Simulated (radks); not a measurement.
Problem. The mean radii <r> (bohr) of the occupied orbitals of an atom or ion are listed with their occupations. Calculated with a radial shooting solver on a logarithmic mesh with Libxc functionals: Dirac Kohn-Sham, exchange-only PBE, spin-unpolarised, spherical densities, finite nucleus; Fermi nuclear charge, rms radius of each element as measured or else 0.836 A^(1/3) + 0.57 fm.

| orbital | occ. | <r> |
|---|---|---|
| 1s1/2 | 2 | 0.1306 |
| 2s1/2 | 2 | 0.6983 |
| 2p1/2 | 2 | 0.6895 |
| 2p3/2 | 4 | 0.6919 |
| 3s1/2 | 2 | 3.210 |

Name the element and its charge. Open shells, if any, fill j = l - 1/2 first.

Solution. Z = 12, magnesium, charge 0: Mg in [Ne] 3s2. The 1s radius gives Z: for a bare nucleus <r> = (2 gamma + 1)/(2Z) with gamma = sqrt(1 - (Z/c)^2), 0.1247 bohr for Z = 12, and screening makes it slightly larger (0.1306 here). The occupations add up to 12, and the charge is Z minus that.
